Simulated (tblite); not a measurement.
Record of a relaxation.

C3H9BN2O.
SMILES with atom numbers: `[CH3:1][NH:2][BH:3][N:4]([CH3:5])[CH:6]=[O:7]` (hydrogens: H8, H9, H10 on C1; H11 on N2; H12 on B3; H13, H14, H15 on C5; H16 on C6)

Computed with GFN2-xTB (tblite), gas phase: L-BFGS steps from a force-field or distance-geometry start until the largest atomic force falls under 0.01 eV/Å. 4 of its 135 geometries are shown.

Step 0: E = -602.0794 eV, largest atomic force 3.521 eV/Å
```
atom  x, y, z in Å  |  force x, y, z in eV/Å
C1      2.630   -0.483    0.132   -0.828   0.589   0.984
N2      1.337   -0.221   -0.539   -0.537   0.499   2.077
B3      0.344   -0.170    0.636   -1.131   2.100  -2.590
N4     -1.164   -0.060    0.305   -0.398  -2.735  -0.051
C5     -1.802    1.249    0.175    0.963  -0.170   0.709
C6     -1.925   -1.244    0.160    2.350  -0.823   0.255
O7     -1.473   -2.402    0.263   -0.682   2.834  -0.089
H8      2.551    0.108    1.097    1.000  -0.822  -0.576
H9      2.671   -1.555    0.368    0.261   0.465  -0.184
H10     3.479   -0.120   -0.422    0.181  -0.225  -0.332
H11     1.386    0.746   -0.920   -0.334  -1.136  -0.065
H12     0.698    0.541    1.531   -0.324  -0.840   0.222
H13    -2.898    1.165    0.148    0.547   0.010  -0.202
H14    -1.494    1.813    1.084   -0.370  -0.006  -0.543
H15    -1.360    1.758   -0.708   -0.609  -0.204   0.403
H16    -2.989   -1.116   -0.053   -0.087   0.466  -0.017
```

Step 45: E = -604.3618 eV, largest atomic force 0.191 eV/Å
```
atom  x, y, z in Å  |  force x, y, z in eV/Å
C1      2.647   -0.381    0.133   -0.012  -0.010   0.036
N2      1.210   -0.397   -0.007   -0.010  -0.053   0.002
B3      0.259    0.086    0.860    0.069  -0.052  -0.170
N4     -1.155    0.028    0.414    0.015   0.006  -0.042
C5     -1.820    1.304    0.260    0.008  -0.017  -0.016
C6     -1.728   -1.088   -0.063   -0.020  -0.006   0.072
O7     -1.241   -2.196   -0.070    0.082   0.058  -0.033
H8      2.899   -0.004    1.120    0.042   0.047   0.072
H9      3.076   -1.378    0.022   -0.062  -0.051  -0.017
H10     3.104    0.274   -0.616   -0.033  -0.014  -0.025
H11     0.896   -0.851   -0.855    0.095  -0.039   0.050
H12     0.544    0.616    1.862   -0.047   0.055  -0.010
H13    -2.889    1.168    0.086    0.041  -0.005   0.068
H14    -1.662    1.915    1.150   -0.059  -0.051  -0.034
H15    -1.390    1.829   -0.600   -0.079   0.096   0.047
H16    -2.759   -0.916   -0.440   -0.031   0.035   0.000
```

Step 89: E = -604.5960 eV, largest atomic force 0.051 eV/Å
```
atom  x, y, z in Å  |  force x, y, z in eV/Å
C1      2.684   -0.544    0.248    0.004   0.003  -0.006
N2      1.248   -0.588    0.097   -0.020  -0.005  -0.007
B3      0.346    0.404    0.401   -0.005  -0.021   0.003
N4     -1.091    0.189    0.193   -0.015   0.031  -0.037
C5     -1.989    1.297    0.450    0.019  -0.005   0.000
C6     -1.609   -0.976   -0.237   -0.014  -0.014  -0.005
O7     -0.991   -1.984   -0.509   -0.040   0.006  -0.022
H8      2.950   -0.061    1.188    0.017   0.015  -0.024
H9      3.091   -1.554    0.245    0.016   0.008   0.025
H10     3.149    0.019   -0.568    0.020  -0.022  -0.013
H11     0.890   -1.447   -0.304    0.003   0.014   0.034
H12     0.690    1.438    0.829   -0.015   0.007   0.030
H13    -3.028    0.996    0.306    0.024  -0.023  -0.006
H14    -1.865    1.651    1.474   -0.007  -0.006   0.001
H15    -1.768    2.126   -0.226   -0.012  -0.020   0.011
H16    -2.716   -0.957   -0.331    0.025   0.032   0.016
```

Step 134: E = -604.6464 eV, largest atomic force 0.009 eV/Å
```
atom  x, y, z in Å  |  force x, y, z in eV/Å
C1      2.689   -0.543    0.244   -0.002   0.004  -0.004
N2      1.257   -0.569    0.089   -0.002   0.000   0.001
B3      0.346    0.405    0.420   -0.001  -0.001  -0.009
N4     -1.087    0.193    0.182   -0.002  -0.005   0.002
C5     -2.003    1.257    0.539    0.001   0.000  -0.004
C6     -1.595   -0.928   -0.360   -0.001  -0.001   0.000
O7     -0.973   -1.907   -0.719    0.001   0.000  -0.003
H8      2.993    0.398    0.697   -0.002  -0.004   0.001
H9      3.023   -1.366    0.882    0.003   0.004   0.002
H10     3.184   -0.642   -0.727    0.003  -0.001   0.002
H11     0.904   -1.427   -0.321    0.003  -0.002  -0.001
H12     0.676    1.423    0.895   -0.002   0.000   0.003
H13    -3.035    0.936    0.395   -0.001   0.001   0.001
H14    -1.865    1.536    1.584   -0.002   0.001  -0.002
H15    -1.822    2.139   -0.079    0.007   0.003   0.005
H16    -2.700   -0.898   -0.465   -0.001   0.000   0.005
```

**Question.** Summarise the path.

**Answer.** The energy falls by 2.5670 eV from step 0 to step 134; nine tenths of that is first reached at step 50. It falls at every step. The largest force goes from 3.521 to 0.009 eV/Å. Among the bonds N2–B3 changes most, from 1.540 to 1.374 Å; the atoms move by 0.884 Å rms after alignment.

The cost below is that of the whole relaxation. Time: 1.2 s. Hardware: an Arm Neoverse N1 with one thread (shared host).
